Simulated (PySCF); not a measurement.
Name the molecule from its bond curve

A diatomic of charge +1 contains I. Its doublet curve at PBE0 in a double-zeta basis (scalar-relativistic core potentials, PySCF), in eV from the separated fragments:

| R (Å) | E (eV) |
| --- | --- |
| 1.949 | -0.886 |
| 2.039 | -1.782 |
| 2.130 | -2.257 |
| 2.198 | -2.418 |
| 2.266 | -2.459 |
| 2.334 | -2.412 |
| 2.425 | -2.253 |
| 2.538 | -1.959 |
| 2.674 | -1.539 |
| 2.855 | -0.987 |

The fit gives ωe = 440 cm⁻¹ and the rotational constant Bₑ = 0.1204 cm⁻¹.

Question: Which atom is the partner?

Answer: The minimum lies at 2.260 Å, so the reduced mass is 16.8576 u Å² cm⁻¹/(Bₑ·Re²) = 27.41 u. With I at 126.90 u the partner weighs about 35.0 u: Cl. The molecule is ICl⁺.

Spin–orbit coupling is left out. The state was picked by a PBE0 search and need not be the measured ground state.
